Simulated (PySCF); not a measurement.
## Atomic charges by several schemes

C6H10FNSi.
Cartesian coordinates in Å at the GFN2-xTB level; atoms count from 1:
```
atom  x, y, z in Å
N1     2.1786    0.3048   -2.1286
C2     2.7205   -0.1718   -0.8612
C3     1.7007   -0.6035    0.0875
C4     0.7709   -0.9306    0.7718
C5    -0.3251   -1.3282    1.6273
Si6   -1.8911   -0.3154    1.2415
C7    -2.0927    0.3994   -0.4940
C8    -1.6383    1.4313    0.5472
F9    -2.5544    2.4221    0.8131
H10    1.5651    1.0979   -1.9708
H11    1.6291   -0.4255   -2.5701
H12    3.3959   -1.0072   -1.0761
H13    3.3082    0.6404   -0.4198
H14   -0.0359   -1.1908    2.6714
H15   -0.5275   -2.3916    1.4840
H16   -3.0756   -0.5858    2.0354
H17   -3.0851    0.5765   -0.8837
H18   -1.3851    0.1909   -1.2845
H19   -0.6679    1.8962    0.4020
```

Density: PBE0/pcSseg-1 (PySCF); schemes: Mulliken, IAO, Hirshfeld and ESP-fitted. Isolated species at its GFN2-xTB geometry (one conformer only).

**Question.** Atoms with like bonding are taken together and averaged. At which atom do the 4 schemes differ most?

**Answer.** At N1: from -1.102 (ESP-fitted) to -0.236 e (Hirshfeld), 0.866 e apart.

**Question.** Do the Mulliken, IAO, Hirshfeld and ESP-fitted schemes agree on where the charge is highest?

**Answer.** The schemes don't all agree: Mulliken Si6 (+0.660); IAO Si6 (+0.790); Hirshfeld Si6 (+0.336); ESP-fitted C2 (+0.590).

**Question.** For which atoms does the sign change between the 4 schemes (beyond +0.03 e in one, beyond −0.03 e in another)?

**Answer.** C2.

**Question.** What partial charge does each atom carry?

**Answer.** In e; atoms taken as equivalent share a row and are averaged (×n: the atom named and its like, n in all):

```csv
atom,environment,Mulliken,IAO,Hirshfeld,ESP-fitted
N1,primary amine nitrogen,-0.449,-0.563,-0.236,-1.102
C2,sp3 carbon bound to nitrogen,-0.031,-0.161,-0.012,+0.590
C3,alkyne carbon,-0.227,-0.098,-0.068,-0.439
C4,alkyne carbon,-0.059,-0.068,-0.059,+0.029
C5,sp3 carbon bound to silicon,-0.482,-0.543,-0.136,-0.318
Si6,SiH silicon,+0.660,+0.790,+0.336,+0.224
C7,sp3 carbon bound to silicon,-0.484,-0.550,-0.183,-0.396
C8,sp3 C–F carbon,-0.003,-0.067,-0.038,-0.027
F9,alkyl fluorine,-0.321,-0.315,-0.125,-0.199
H10/H11,N–H hydrogen,+0.174,+0.246,+0.110,+0.424
H12,methylene hydrogen,+0.147,+0.166,+0.056,+0.008
H13,methylene hydrogen,+0.147,+0.166,+0.056,+0.010
H14,methylene hydrogen,+0.179,+0.181,+0.060,+0.157
H15,methylene hydrogen,+0.175,+0.178,+0.057,+0.177
H16,Si–H hydrogen,-0.036,-0.092,-0.055,+0.004
H17,methylene hydrogen,+0.161,+0.173,+0.048,+0.179
H18,methylene hydrogen,+0.152,+0.161,+0.041,+0.115
H19,methine hydrogen,+0.125,+0.150,+0.038,+0.142
```

Mean size of the charges over all atoms: ESP-fitted 0.261 e, IAO 0.259 e, Mulliken 0.220 e, Hirshfeld 0.096 e. Each set sums to the total charge, 0, to within 0.001 e. The ESP scheme is a least-squares fit of atom-centred charges to the potential on four shells outside the van der Waals surface, with the total charge fixed. The IAO scheme projects the occupied orbitals on a minimal set of polarised atomic orbitals and counts the electrons in each atom's part of it.

**Question.** Sum the charges by element, for elements with more than one atom.

**Answer.** 
| element | atoms | Mulliken | IAO | Hirshfeld | ESP-fitted |
| --- | --- | --- | --- | --- | --- |
| C | 6 | -1.286 | -1.487 | -0.496 | -0.561 |
| H | 10 | +1.396 | +1.575 | +0.521 | +1.639 |

**Question.** How many electrons does the ESP-fitted scheme count on Si6?

**Answer.** Z − q = 14 − (+0.224) = 13.776.

These values come from a run that also computed NMR shieldings. The run took 71 s of wall time on one thread of an Arm Neoverse N1, no GPU, shared host, and the process peaked at 0.94 GiB of memory.
